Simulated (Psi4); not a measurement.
Computed with SAPT0/jun-cc-pVDZ, frozen core (Psi4).

Psi4 input:

```
molecule {
0 1
Cl 0.64100294 -0.00000000 0.00000000
H -0.64100294 0.00000000 -0.00000000
--
0 1
C -2.29134549 -2.26959299 0.70789013
Cl -2.75795570 -0.61170569 0.20430982
H -2.76784247 -2.97751488 0.03658406
H -1.21060258 -2.35389936 0.64671770
H -2.62896885 -2.42466287 1.72809700
units angstrom
symmetry c1
no_reorient
no_com
}
set basis jun-cc-pvdz
set scf_type df
set freeze_core true
energy('sapt0')
```

Part of the output:

```
    SAPT Results
  --------------------------------------------------------------------------------------------------------
    Electrostatics                -10.57274581 [mEh]      -6.63449816 [kcal/mol]     -27.75874029 [kJ/mol]
      Elst10,r                    -10.57274581 [mEh]      -6.63449816 [kcal/mol]     -27.75874029 [kJ/mol]

    Exchange                       17.33272868 [mEh]      10.87645145 [kcal/mol]      45.50707288 [kJ/mol]
      Exch10                       17.33272868 [mEh]      10.87645145 [kcal/mol]      45.50707288 [kJ/mol]
      Exch10(S^2)                  17.12018756 [mEh]      10.74307989 [kcal/mol]      44.94904624 [kJ/mol]

    Induction                      -5.62624733 [mEh]      -3.53052350 [kcal/mol]     -14.77171034 [kJ/mol]
      Ind20,r                      -9.03059816 [mEh]      -5.66678590 [kcal/mol]     -23.70983220 [kJ/mol]
      Exch-Ind20,r                  6.43481878 [mEh]       4.03790975 [kcal/mol]      16.89461439 [kJ/mol]
      delta HF,r (2)               -3.03046796 [mEh]      -1.90164735 [kcal/mol]      -7.95649253 [kJ/mol]

    Dispersion                     -4.19320043 [mEh]      -2.63127300 [kcal/mol]     -11.00924621 [kJ/mol]
      Disp20                       -5.00205481 [mEh]      -3.13883678 [kcal/mol]     -13.13289309 [kJ/mol]
      Exch-Disp20                   0.80885438 [mEh]       0.50756378 [kcal/mol]       2.12364687 [kJ/mol]
      Disp20 (SS)                  -2.50102740 [mEh]      -1.56941839 [kcal/mol]      -6.56644654 [kJ/mol]
      Disp20 (OS)                  -2.50102740 [mEh]      -1.56941839 [kcal/mol]      -6.56644654 [kJ/mol]
      Exch-Disp20 (SS)              0.41393398 [mEh]       0.25974750 [kcal/mol]       1.08678353 [kJ/mol]
      Exch-Disp20 (OS)              0.39492039 [mEh]       0.24781629 [kcal/mol]       1.03686335 [kJ/mol]

  Total HF                          1.13373554 [mEh]       0.71142979 [kcal/mol]       2.97662225 [kJ/mol]
  Total SAPT0                      -3.05946489 [mEh]      -1.91984320 [kcal/mol]      -8.03262396 [kJ/mol]
```
